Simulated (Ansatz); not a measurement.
Cl$_{3}$Sc, triplet, at a GFN2-xTB geometry (such geometries of metal compounds can be far from the true shape) (the multiplicity is a formal guess), atoms displaced at random by about 0.02 Å a coordinate; Ansatz (an electronic-structure program) with PBE0/6-31G*.

The Ansatz input:
Ansatz 0.2 input:
```yaml
crystal:
  periodic: [false, false, false]
  atoms:
    - {symbol: Sc, position_ang: [-0.28857811, -0.02121981, 0.20274477]}
    - {symbol: Cl, position_ang: [1.78479672, -0.13144644, -0.81485975]}
    - {symbol: Cl, position_ang: [-0.63607550, -1.14361413, 2.19572916]}
    - {symbol: Cl, position_ang: [-0.82357381, 1.31134620, -1.65973672]}
basis:
  gaussian:
    orbitals: 6-31G*
hamiltonian:
  xc: pbe0
magnetization: {spin_polarized: true, initial_magnetization: 2}
relax: {max_displacement: 0.5}
```

### Question
What does Ansatz print? Leave out banner, timings and long lists.

### Answer

```
Functional definition: PBE0
950 factors; integrals over basis functions are off by at most 3.5e-4 eV
mean field evaluation 1: about -58249.0059 eV, gradient 1.3e1 eV
mean field evaluation 2: about -58241.8956 eV, gradient 3.5e1 eV
mean field evaluation 4: about -58250.2638 eV, gradient 1.7e0 eV
mean field evaluation 8: about -58250.3311 eV, gradient 3.6e-1 eV
mean field evaluation 16: about -58250.3458 eV, gradient 9.3e-3 eV
mean field evaluation 32: about -58250.3458 eV, gradient 2.0e-5 eV
mean field -58250.34578442 eV, -2140.6607240749 hartree, gradient 2.0e-5 eV, S^2 2.005656; 8 other end points of the search recorded, 0 dependent functions left out
the calculation of the forces begins
reference -58250.34583526 eV, -2140.6607259432 hartree; 37, 35 occupied and 56, 58 virtual orbitals, 950 factors
relax step   1: F+E_penalty+E_count = -58250.34578442 eV  Δ(F+E_penalty+E_count) = +0.000e0 eV  max|allowed force component| = 1.244e0 eV/Å  Δτ_max = 0.0000 Å  (158 SCF iters, accepted)
these checks for a lower state are left out or cut short: starts, cluster_reference, orbital_swaps, neighbouring_geometries, increment
950 factors; integrals over basis functions are off by at most 3.4e-4 eV
mean field evaluation 64: about -58250.5878 eV, gradient 6.4e-4 eV
mean field -58250.58777077 eV, -2140.6696169094 hartree, gradient 9.9e-6 eV, S^2 2.005361; 0 other end points of the search recorded, 0 dependent functions left out
the calculation of the forces begins
reference -58250.58782183 eV, -2140.6696187856 hartree; 37, 35 occupied and 56, 58 virtual orbitals, 950 factors
relax step   2: F+E_penalty+E_count = -58250.58777077 eV  Δ(F+E_penalty+E_count) = -2.420e-1 eV  max|allowed force component| = 7.445e-1 eV/Å  Δτ_max = 0.1893 Å  (76 SCF iters, accepted)
these checks for a lower state are left out or cut short: starts, cluster_reference, orbital_swaps, neighbouring_geometries, increment
952 factors; integrals over basis functions are off by at most 2.9e-4 eV
mean field -58249.79040151 eV, -2140.6403141293 hartree, gradient 5.9e-6 eV, S^2 2.003768; 0 other end points of the search recorded, 0 dependent functions left out
the calculation of the forces begins
reference -58249.79045197 eV, -2140.6403159839 hartree; 37, 35 occupied and 56, 58 virtual orbitals, 952 factors
relax step   3: F+E_penalty+E_count = -58249.79040151 eV  Δ(F+E_penalty+E_count) = +7.974e-1 eV  max|allowed force component| = 3.868e0 eV/Å  Δτ_max = 0.4864 Å  (70 SCF iters, rejected (line search))
these checks for a lower state are left out or cut short: starts, cluster_reference, orbital_swaps, neighbouring_geometries, increment
950 factors; integrals over basis functions are off by at most 3.1e-4 eV
mean field -58250.62838009 eV, -2140.6711092742 hartree, gradient 1.1e-5 eV, S^2 2.004792; 0 other end points of the search recorded, 0 dependent functions left out
the calculation of the forces begins
reference -58250.62843108 eV, -2140.6711111481 hartree; 37, 35 occupied and 56, 58 virtual orbitals, 950 factors
relax step   4: F+E_penalty+E_count = -58250.62838009 eV  Δ(F+E_penalty+E_count) = -4.061e-2 eV  max|allowed force component| = 3.966e-1 eV/Å  Δτ_max = 0.2353 Å  (69 SCF iters, accepted)
these checks for a lower state are left out or cut short: starts, cluster_reference, orbital_swaps, neighbouring_geometries, increment
950 factors; integrals over basis functions are off by at most 3.1e-4 eV
mean field evaluation 96: about -58250.6556 eV, gradient 1.7e-5 eV
mean field -58250.65563532 eV, -2140.6721108856 hartree, gradient 8.3e-6 eV, S^2 2.005052; 0 other end points of the search recorded, 0 dependent functions left out
the calculation of the forces begins
reference -58250.65568648 eV, -2140.6721127656 hartree; 37, 35 occupied and 56, 58 virtual orbitals, 950 factors
relax step   5: F+E_penalty+E_count = -58250.65563532 eV  Δ(F+E_penalty+E_count) = -2.726e-2 eV  max|allowed force component| = 3.836e-2 eV/Å  Δτ_max = 0.0835 Å  (67 SCF iters, accepted)
these checks for a lower state are left out or cut short: starts, cluster_reference, orbital_swaps, neighbouring_geometries, increment
950 factors; integrals over basis functions are off by at most 3.1e-4 eV
mean field -58250.65613373 eV, -2140.6721292018 hartree, gradient 1.3e-5 eV, S^2 2.005062; 0 other end points of the search recorded, 0 dependent functions left out
the calculation of the forces begins
reference -58250.65618491 eV, -2140.6721310827 hartree; 37, 35 occupied and 56, 58 virtual orbitals, 950 factors
relax step   6: F+E_penalty+E_count = -58250.65613373 eV  Δ(F+E_penalty+E_count) = -4.984e-4 eV  max|allowed force component| = 7.354e-3 eV/Å  Δτ_max = 0.0189 Å  (64 SCF iters, accepted)
950 factors; integrals over basis functions are off by at most 3.1e-4 eV
mean field evaluation 128: about -58250.6561 eV, gradient 5.8e-4 eV
mean field -58250.65613373 eV, -2140.6721292018 hartree, gradient 1.3e-5 eV, S^2 2.005062; 7 other end points of the search recorded, 0 dependent functions left out
the calculation of the forces begins
reference -58250.65618491 eV, -2140.6721310827 hartree; 37, 35 occupied and 56, 58 virtual orbitals, 950 factors
Total energy: -58250.65618491 eV, -2140.6721310827 hartree
Atom 0 at    -0.149300    -0.180431     0.369795 Å, force     0.000976    -0.001352     0.001047 eV/Å
Atom 1 at     1.762239     0.101241    -1.174934 Å, force     0.007354     0.000546    -0.004919 eV/Å
Atom 2 at    -0.899262    -1.129570     2.328437 Å, force    -0.004585    -0.002447     0.006839 eV/Å
Atom 3 at    -0.677107     1.223826    -1.599420 Å, force    -0.003745     0.003253    -0.002966 eV/Å
Dipole moment:     0.064408     0.095498    -0.190003 e Å
```
